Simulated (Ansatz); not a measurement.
Series [InX4]-: PBE0-D4/def2-TZVPD single points in Ansatz on relaxed structures, gas phase. Core potentials for In, no spin–orbit coupling. The structures are stationary points that may keep the symmetry of their start. Remarks come from the PBE and PBE0 runs and from stability tests at other levels; not every state was tested. HOMO above LUMO (over both spins in singlets and doublets, within one spin in higher multiplets; at PBE or PBE0), or a gap under 0.15 eV within one spin, warns that the state may not be the lowest or that an electron is smeared out.

```csv
species,atoms,state,geometry,HOMO (eV),vertical IE (eV),point group (within 0.1 Å),remarks
[InCl4]- (InCl4⁻),5,singlet,PBE-D4/def2-SVPD,-4.84,6.54,Td,gap within one spin near zero at PBE or PBE0 (neutral doublet)
[InF4]- (InF4⁻),5,singlet,PBE0-D4/def2-SVPD,-5.64,7.75,Td,gap within one spin near zero at PBE or PBE0 (neutral doublet)
[InH4]- (InH4⁻),5,singlet,PBE-D4/def2-TZVPD,-2.31,4.34,Td,gap within one spin near zero at PBE or PBE0 (neutral doublet)
[In(OH)4]- (InO4H4⁻),9,singlet,PBE0-D4/def2-SVPD,-3.23,5.05,–,gap within one spin near zero at PBE or PBE0 (neutral doublet)
```

The vertical IE (eV) runs from 4.34 ([InH4]-) to 7.75 ([InF4]-).
